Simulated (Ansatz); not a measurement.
Reaction (ligand exchange at a W–O bond): `[CH3][W]([OH])(=[S])=[S]` + `CNC` → `C[N](C)[W]([CH3])(=[S])=[S]` + H₂O

Program: Ansatz. Geometries: PBE0-D4/def2-TZVP. ΔE: electronic, gas phase. CBS: MP2 limit from def2 TZ/QZ plus the TZ coupled-cluster correction, frozen cores. This one scheme is used for every species. DFT in def2-TZVPP. def2 core potentials past Kr. For W outer-core shells are correlated without core-valence functions, which leaves a few kJ/mol of doubt a bond. One conformer a species, not always the lowest.

```tsv
level	ΔE (kJ/mol)
revPBE-D4	-6.8
B97M-V	7.1
PBE0-D4	-3.6
r2SCAN0-D4	0.9
PBE	8.6
BHLYP	16.4
MP2/def2-QZVPP	-32.2
HF/CBS(def2)	25.8
```

Question: What does CCSD(T)/CBS give? (An estimate is asked.)

Answer: The calculation gave: -15.9 kJ/mol. The listed levels differ from it by 9.1, 23.0, 12.3, 16.8, 24.5, 32.3, -16.3, 41.7 kJ/mol.

Largest T1 diagnostic among the species: 0.022, so the coupled-cluster value is less sure than usual.

In def2-TZVPP, CCSD(T) changes the Hartree–Fock value by −42.6 kJ/mol (the triples alone add −7.4 kJ/mol) and MP2 by −58.6 kJ/mol. At CCSD(T), def2-SVP lies +3.7 kJ/mol from the extrapolated value and def2-TZVPP −0.4 kJ/mol.
